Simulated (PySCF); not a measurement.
State search for MgBr

Unrestricted PBE0; PySCF, scalar-relativistic core potentials, basis sets Mg aug-cc-pVDZ, Br aug-cc-pVDZ-PP with ECP10. Outer shells of the fragments: Mg 3s2; Br 3d10 4s2 4p5.

Followed along the bond (rough minima from three points):

| 2Ms+1 | unpaired | ⟨S²⟩ at the start | R at minimum (Å) | Te (eV) |
| --- | --- | --- | --- | --- |
| 2 | σ ↑ | 0.75 | 2.39 | 0.00 |
| 4 | σ ↑, π ↑↑ | 3.75 | none in the scan | ≤ 5.25 |

Solutions found at the starting distance of 2.470 Å, counted from the lowest of them; the search is not exhaustive and high or unbound solutions are not listed, so other states can lie among these:

| 2Ms+1 | unpaired | term | E (eV) | ⟨S²⟩ | ⟨Lz²⟩ | μ (D) |
| --- | --- | --- | --- | --- | --- | --- |
| 2 | σ ↑ | ²Σ⁺ | 0.00 | 0.75 | 0.00 | -3.86 |
| 2 | π ↑ | ²Π | 3.03 | 0.76 | 1.00 | -3.97 |
| 2 | π ↑ | ²Π | 3.81 | 0.75 | 1.01 | 3.65 |
| 4 | σ ↑, π ↑↑ | mixed | 5.45 | 3.75 | 2.01 | 3.11 |
| 4 | σ ↑, π ↑↑ | mixed | 5.60 | 3.75 | 2.01 | 3.36 |
| 4 | σ ↑↑, π ↑ | ⁴Π | 6.45 | 3.75 | 1.00 | 2.71 |
| 4 | σ ↑↑, π ↑ | ⁴Π | 6.56 | 3.75 | 1.01 | 0.01 |
| 4 | σ ↑↑↑ | ⁴Σ⁺ | 7.60 | 3.75 | 0.00 | 1.08 |

A term symbol is given only where ⟨S²⟩ and ⟨Lz²⟩ are close to those of a pure state; real π, δ and φ orbitals otherwise mix terms. A positive dipole means Mg(−)Br(+).

Spin–orbit coupling is left out. Counting both spins, an empty level lies below a filled one in some of these solutions, because spin and occupation are held.
